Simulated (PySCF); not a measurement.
Computed properties of SnCl2, SMILES [Cl][Sn][Cl]

SnCl2, SMILES [Cl][Sn][Cl] (connectivity only; charge and spin as stated), neutral, multiplicity 1. Geometry optimised at PBE0-D3(BJ)/def2-TZVP. The isomer is the one that the SMILES or the coordinates give; other isomers of the formula were not compared. The def2 effective core potentials stand for the cores of Sn; spin–orbit coupling is left out. One conformer was computed; it need not be the lowest. All values are computed for the isolated molecule unless a solvent is named; none is compared with measurement here.

**Structure.** The optimised structure has C2v symmetry. All 3 harmonic modes at PBE0-D3(BJ)/def2-TZVP (PySCF) are real, so it is a minimum. With heavy atoms numbered as in [Sn:1]([Cl:2])[Cl:3], the shortest bond between them is Sn1–Cl2 at 2.363 Å and the longest Sn1–Cl3 at 2.363 Å.

**Vibrations.** The strongest infrared lines (harmonic, unscaled, degenerate partners summed) lie at 341 cm⁻¹ (98 km/mol, Cl 75 %, Sn 25 %), 358 cm⁻¹ (49 km/mol, Cl 78 %, Sn 22 %), 121 cm⁻¹ (3 km/mol, Cl 84 %, Sn 16 %). The softest mode is at 121 cm⁻¹ and the zero-point energy is 1.2 kcal/mol.

**Electronic structure.** HF/def2-TZVPD (PySCF) places the frontier levels at -10.31 and -0.46 eV, a gap of 9.85 eV, and gives a dipole moment of 3.39 D and a mean polarisability of 67.3 bohr³. PBE/def2-TZVPD (PySCF) at the same geometry gives -7.02 and -3.83 eV, so its gap is 6.66 eV narrower. An orbital gap is neither the optical nor the fundamental gap.

**Excitations.** TDDFT-PBE0/def2-SVPD (PySCF) has S1 at 3.87 eV (321 nm, f = 0.029, weak); the most intense of the 10 singlets computed lies at 6.37 eV (f = 0.23). T1 (TDA) is at 2.85 eV. TDDFT-PBE/def2-SVPD (PySCF) puts S1 at 3.60 eV. No vertical singlet excitation falls in the visible range (under 3.1 eV).
